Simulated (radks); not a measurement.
These are the eigenvalues of the occupied orbitals of an atom or ion with whole-number occupations (eV). All-electron calculation, non-relativistic Kohn-Sham, PBEsol, spin-polarised, spherical densities, point nucleus. Program: a radial shooting solver on a logarithmic mesh with Libxc functionals.

orbital  eigenvalue
1s down   -20306.80
1s up     -20306.80
2s up     -2846.698
2s down   -2846.045
2p up     -2628.688
2p down   -2628.205
3s up     -493.7148
3s down   -493.3548
3p up     -409.1007
3p down   -408.6897
3d up     -253.6607
3d down   -253.0501
4s up      -70.4378
4s down    -67.2282
4p up      -45.7765
4p down    -42.4013
4d up       -8.3981
5s up       -5.2979
5s down     -4.1170

Which element is it, and in what charge state? The configuration may be excited. Open shells, if any, are filled with parallel spins first.

Answer. Z = 43, technetium, charge 0: Tc in [Kr] 4d5 5s2. The list shows which subshells hold electrons but not how many an open one holds; the 1s level, -746.26 hartree, gives Z - s = 38.6 by -(Z - s)^2/2, which with screening narrows Z to a few neighbours, and the depths of the outer levels then fix element, charge and occupations together.
